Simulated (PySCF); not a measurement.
Computed shifts of a molecule C₃H₈Ge, PBE0/pcSseg-1 (PySCF), GIAO, gas phase, atoms alike by connectivity averaged where their shifts nearly agree, in ppm (number of nuclei): ¹³C: 145.5 (1), 142.6 (1), -8.0 (1). ¹H: 6.80 (1), 6.63 (1), 6.24 (1), 4.57 (2), 0.64 (3). References: ⁷³Ge against GeH4 (σ = 1658.3 ppm); ¹³C against TMS (σ = 186.3 ppm); ¹H against TMS (σ = 31.56 ppm), references at their B3LYP-D3(BJ)/def2-TZVP geometries, non-relativistic. Coordinates come from a PBE0-D3(BJ)/def2-SVP optimisation. Other conformers were not sampled.

Problem. Which molecule gave these data?
A. C1[CH2][GeH2][CH2]1
B. C=[CH][GeH2][CH3]
C. C=[C](C)[GeH3]
D. C/C=[CH]\[GeH3]

Solution. B, C=[CH][GeH2][CH3]
